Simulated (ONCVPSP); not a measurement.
**B, ONCV: configuration errors across variants**

ONCVPSP 4.0.1 input, shortened (lines: element, Z, core and valence counts, functional; n l f; lmax; l rc ep ncon nbas qcut; lloc lpopt rc5 dvloc0; l nproj debl; icmod fcfact rcfact), PBE, scalar-relativistic:

```
  B 5.00    0    3        4      upf
    1    0    2.00
    2    0    2.00
    2    1    1.00
    2
    0    0.70    0.00    4    7   16.20
    1    2.85    0.00    3    8    4.10
    2    2.70    0.33    4    9    3.20
    4    5    0.45    0.00
    0    2    0.60
    1    2    3.20
    2    2    1.90
    0    0.00    0.00
```

All-electron excitation energies from the reference (eV): (1) 1s2 2s2 2p0 8.219; (2) 1s2 2s1 2p0 33.642; (3) 1s2 2s1 2p1 14.360.

Errors AE − PS in meV (a dash: test not solved or not reliable):

```tsv
change	(1)	(2)	(3)	bound ghosts	GHOST(+) flags above zero
base	+101	+307	-68	none	p, d
p: qcut 2.5	+244	+686	-223	none	d
p: qcut 3.3	+154	+449	-211	none	d
p: qcut 3.6	+130	+386	-87	none	p, d
p: qcut 4.5	+84	+260	-56	none	p, d
p: qcut 4.9	+71	+223	-47	none	p, d
p: qcut 5.4	+58	+185	-37	none	p, d
```

Q: Give the same row for: p: qcut 5.9.

A: +48, +155, -31; bound ghosts: none; GHOST(+) flags above zero: p, d.
